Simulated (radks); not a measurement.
These are the eigenvalues of the occupied orbitals of an atom or ion with whole-number occupations (eV). Method: Dirac Kohn-Sham, XLYP, spin-unpolarised, spherical densities, finite nucleus; Fermi nuclear charge, rms radius of each element as measured or else 0.836 A^(1/3) + 0.57 fm; computed with a radial shooting solver on a logarithmic mesh with Libxc functionals.

1s1/2: -83008.90
2s1/2: -14700.88
2p1/2: -14109.78
2p3/2: -12161.46
3s1/2: -3487.972
3p1/2: -3220.590
3p3/2: -2789.062
3d3/2: -2344.496
3d5/2: -2252.022
4s1/2: -766.5228
4p1/2: -651.6918
4p3/2: -547.4673
4d3/2: -359.3502
4d5/2: -339.9205
5s1/2: -117.7668
4f5/2: -97.8382
4f7/2: -93.6447
5p1/2: -79.8241
5p3/2: -61.4974
5d3/2: -10.8723
5d5/2: -9.0364
6s1/2: -6.8189

Which element is it, and in what charge state? The configuration may be excited. Open shells, if any, fill j = l - 1/2 first.

Answer. Z = 80, mercury, charge 0: Hg in [Hg]. The list shows which subshells hold electrons but not how many an open one holds; the 1s level, -3050.5 hartree, gives Z - s = 78.1 by -(Z - s)^2/2, which with screening and relativity narrows Z to a few neighbours, and the depths of the outer levels then fix element, charge and occupations together.
